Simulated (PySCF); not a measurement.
Compound: C₅H₈NO₂ (doublet state).
Atom-mapped SMILES: `[CH3:1][NH:2][C:3](=[O:4])[C:5]1[CH2:6][O:7][CH2:8]1` (hydrogens: H9, H10, H11 on C1; H12 on N2; H13, H14 on C6; H15, H16 on C8)

Structure used (GFN2-xTB), in Å, numbered top down from 1:
```xyz
16
C5H8NO2 angstrom
C      2.7531    0.3696    0.0073
N      1.3212    0.4949   -0.0292
C      0.4961   -0.6035   -0.0173
O      0.9319   -1.7494    0.0276
C     -0.8952   -0.2997   -0.0609
C     -1.7755    0.8972   -0.1187
O     -2.9297    0.0572   -0.1228
C     -2.1257   -1.1251   -0.0674
H      3.2075    0.8029   -0.8871
H      3.1669    0.8607    0.8911
H      2.9775   -0.6955    0.0467
H      0.9205    1.4169   -0.0698
H     -1.7126    1.5111   -1.0271
H     -1.7570    1.5632    0.7543
H     -2.2707   -1.7720   -0.9410
H     -2.3160   -1.7196    0.8343
```

The hyperfine couplings belong to this conformer and change with its torsions.

Method used: UKS B3LYP, pcH-1 on C H N O, non-relativistic, mean-field spin-orbit, GIAO in PySCF 2.14.0. Isolated species at its GFN2-xTB geometry (one conformer only). A GFN2-xTB geometry isn't a minimum of the functional, and hyperfine couplings can be far from their values at a DFT geometry. No stability test was run, so a lower SCF solution isn't excluded.

(1) The isotropic 17O couplings are -8.5, +2.0 MHz. Assign them to O4; O7.

(2) Match the computed a_iso(1H) values +104.2, +99.6, +9.2, -5.1 MHz (means over equivalent nuclei) with the sites H9/H10/H11; H12; H13/H14; H15/H16.

## Answers

(1) 
```json
{"site": "O4", "a_iso (MHz)": "-8.5", "ρ(0) (bohr⁻³)": "+0.0140", "position": "2 bonds from C5", "distance from C5 (Å)": "2.33", "spin population": "+0.13", "largest |T| (MHz)": "40.0"}
{"site": "O7", "a_iso (MHz)": "+2.0", "ρ(0) (bohr⁻³)": "-0.0032", "position": "2 bonds from C5", "distance from C5 (Å)": "2.07", "spin population": "0.00", "largest |T| (MHz)": "1.7"}
```

(2) 
```
      site  a_iso (MHz)  ρ(0) (bohr⁻³)            position  distance from C5 (Å)  bound to  spin population there  largest |T| (MHz)
H9/H10/H11         +9.2        +0.0021     4 bonds from C5                  4.18        C1                  -0.01                2.5
       H12         -5.1        -0.0011  γ, 3 bonds from C5                  2.50        N2                  +0.07                4.9
   H13/H14        +99.6        +0.0223  β, 2 bonds from C5                  2.21        C6                  -0.07                7.2
   H15/H16       +104.2        +0.0233  β, 2 bonds from C5                  2.20        C8                  -0.07                7.3
```

ρ(0) is the spin density at the nucleus and T the dipolar tensor; entries for several nuclei are means. The largest Mulliken spin populations are on C5 (+0.84), O4 (+0.13), C8 (-0.07) and C6 (-0.07). No atom but C5 exceeds +0.15. The positive populations add up to 1.22 and the negative ones to -0.22, together 2S = 1. The angles at C5 add up to 360.0°, so it is planar.

Means are taken over nuclei equivalent by connectivity, which assumes that they swap fast. C6 and C8, with what hangs on them, aren't averaged: C5 is flat or nearly so (angle sum 360°), and its turn about the short C5–C3 bond (1.42 Å) is taken as slow. The three 1H nuclei of mean +9.2 MHz run from 0.4 to 13.7 MHz in the frozen geometry.
